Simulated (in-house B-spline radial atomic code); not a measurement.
The outermost shell (largest non-relativistic mean radius) with and without relativity; Dirac values are averaged over j. Computed with a radial B-spline atomic code at the basis-set limit: non-relativistic Hartree-Fock and Dirac-Hartree-Fock, averages of the configuration (point nuclei without relativity, finite nuclei with it).

```
 ion  configuration  outermost shell  radius non-relativistic (bohr)  radius Dirac (bohr)  radius change (%)  level non-relativistic (eV)  level Dirac (eV)  spin-orbit splitting (eV)
Eu3+       [Xe] 4f6               5p                          1.6038               1.5664            -2.3316                      -55.987           -57.262                     4.4557
Gd3+       [Xe] 4f7               5p                           1.579               1.5397            -2.4938                      -56.864            -58.28                     4.7707
Tb3+       [Xe] 4f8               5p                          1.5555               1.5141            -2.6571                      -57.721           -59.286                     5.1009
Dy3+       [Xe] 4f9               5p                          1.5329               1.4897            -2.8222                      -58.563           -60.281                     5.4471
Ho3+      [Xe] 4f10               5p                          1.5113               1.4662            -2.9896                      -59.390           -61.268                     5.8103
Er3+      [Xe] 4f11               5p                          1.4906               1.4435            -3.1598                      -60.204           -62.249                     6.1913
Tm3+      [Xe] 4f12               5p                          1.4707               1.4217            -3.3331                      -61.007           -63.227                     6.5913
Yb3+      [Xe] 4f13               5p                          1.4515               1.4005            -3.5098                      -61.799           -64.203                     7.0112
Lu3+      [Xe] 4f14               5p                           1.433               1.3801            -3.6901                      -62.582           -65.179                     7.4522
Hf3+  [Xe] 4f14 5d1               5d                          1.9097               1.9482             2.0185                      -33.320           -32.259                    0.50291
Ta3+  [Xe] 4f14 5d2               5d                          1.8094               1.8434             1.8797                      -35.563           -34.444                    0.65262
 W3+  [Xe] 4f14 5d3               5d                          1.7219               1.7522             1.7552                      -37.783           -36.609                    0.81743
Re3+  [Xe] 4f14 5d4               5d                          1.6447               1.6718             1.6452                      -39.988            -38.76                    0.99799
```
